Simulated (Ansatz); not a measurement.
Computed with Ansatz on PBE0-D4/def2-TZVP structures; ΔE is electronic, products minus reactants. CCSD(T)/CBS is the MP2 limit (def2-TZVPP, def2-QZVPP) plus CCSD(T) − MP2 in def2-TZVPP, frozen cores. Functionals use def2-TZVPP. HSE06 is defined as in plane-wave codes. For Se outer-core shells are correlated without core-valence functions, which leaves a few kJ/mol of doubt a bond. Scalar relativity is left out up to krypton. One conformer a species, not always the lowest.

Consider the substitution at a C–C bond: `CC[C@@H](C)[C@H](C)CC` + `OC(O)[SeH]` → `COC(O)[SeH]` + `CCC(C)C(C)C`.

`CC[C@@H](C)[C@H](C)CC`:

Z-matrix (Å, degrees):
```
C
C 1 1.519
H 1 1.092 2 112.1
H 1 1.094 2 111.1 3 -120.4
H 1 1.093 2 111.0 3 120.0
C 2 1.529 1 115.1 3 67.3
H 2 1.096 1 109.0 3 -171.7
H 2 1.096 1 109.7 3 -56.7
C 6 1.539 2 113.4 1 -55.1
C 6 1.523 2 109.7 1 177.1
H 6 1.100 2 106.8 1 61.0
C 9 1.523 6 113.1 2 -60.6
C 9 1.529 6 111.4 2 172.7
H 9 1.098 6 106.4 2 57.2
H 10 1.092 6 112.2 2 -175.3
H 10 1.093 6 110.4 2 -55.4
H 10 1.094 6 111.4 2 63.6
H 12 1.092 9 111.9 6 56.1
H 12 1.093 9 111.4 6 -64.6
H 12 1.092 9 111.1 6 175.7
C 13 1.520 9 114.1 6 -163.7
H 13 1.096 9 108.6 6 -42.1
H 13 1.096 9 109.7 6 73.4
H 21 1.093 13 111.1 9 177.0
H 21 1.092 13 112.0 9 -63.1
H 21 1.094 13 111.0 9 57.2
```

`OC(O)[SeH]`:

Z-matrix (Å, degrees):
```
C
O 1 1.373
Se 1 2.016 2 112.5
O 1 1.373 2 105.2 3 -122.9
H 1 1.101 2 112.3 3 114.7
H 2 0.961 1 108.2 3 -50.9
H 3 1.468 1 92.4 2 -59.4
H 4 0.961 1 108.3 2 174.4
```

`COC(O)[SeH]`:

```xyz
11

C     0.548   -1.143    1.073
O     0.236   -0.777   -0.260
C     0.053    0.570   -0.421
O    -1.094    0.955    0.270
Se   -0.050    0.986   -2.348
H    -0.290   -0.947    1.746
H     1.432   -0.598    1.428
H     0.767   -2.209    1.058
H     0.933    1.135   -0.069
H    -1.286    1.872    0.052
H    -1.249    0.158   -2.530
```

`CCC(C)C(C)C`:

Z-matrix (Å, degrees):
```
C
C 1 1.520
H 1 1.092 2 112.0
H 1 1.093 2 111.1 3 120.0
H 1 1.094 2 111.0 3 -120.3
C 2 1.528 1 113.9 3 62.8
H 2 1.096 1 109.3 3 -59.7
H 2 1.094 1 108.6 3 -175.1
C 6 1.540 2 113.2 1 165.8
C 6 1.523 2 111.5 1 -67.8
H 6 1.099 2 107.1 1 49.3
C 9 1.523 6 112.1 2 -69.3
C 9 1.523 6 113.5 2 56.7
H 9 1.098 6 105.9 2 174.3
H 10 1.093 6 111.0 2 -179.6
H 10 1.094 6 111.4 2 -59.5
H 10 1.092 6 111.7 2 60.5
H 12 1.094 9 111.3 6 -53.2
H 12 1.094 9 111.7 6 67.4
H 12 1.093 9 110.8 6 -173.2
H 13 1.094 9 111.3 6 -66.8
H 13 1.092 9 112.2 6 54.2
H 13 1.093 9 110.5 6 174.1
```

Task: Is it downhill or uphill in electronic energy at CCSD(T)/CBS, and by how much? (An estimate is asked.)

Result: Ansatz gave: Uphill: ΔE = +0.42 eV.

Task: What do these levels give: B97M-V, PBE0-D4, r2SCAN0-D4, BHLYP-D4, ωB97M-V, PBE-QIDH, BLYP, PBE0, HSE06, RPA@PBE/def2-TZVPP, CCSD/def2-SVP, MP2/def2-QZVPP? (Estimate.)

Result: Ansatz gave: B97M-V 0.40, PBE0-D4 0.43, r2SCAN0-D4 0.43, BHLYP-D4 0.35, ωB97M-V 0.39, PBE-QIDH 0.42, BLYP 0.31, PBE0 0.41, HSE06 0.41, RPA@PBE/def2-TZVPP 0.34, CCSD/def2-SVP 0.35, MP2/def2-QZVPP 0.45 eV.

Largest T1 diagnostic among the species: 0.011.

In def2-TZVPP, CCSD(T) changes the Hartree–Fock value by +0.13 eV (the triples alone add +0.01 eV) and MP2 by +0.17 eV. Leaving LDA and LC-ωPBE aside and taking each functional with its dispersion term where it has one, the values, not all of them listed here, spread over 0.09 eV, from CAM-B3LYP-D4 to revPBE-D4. LDA lies +0.05 eV from PBE without D4. At CCSD(T), def2-SVP lies −0.06 eV from the extrapolated value and def2-TZVPP −0.02 eV.
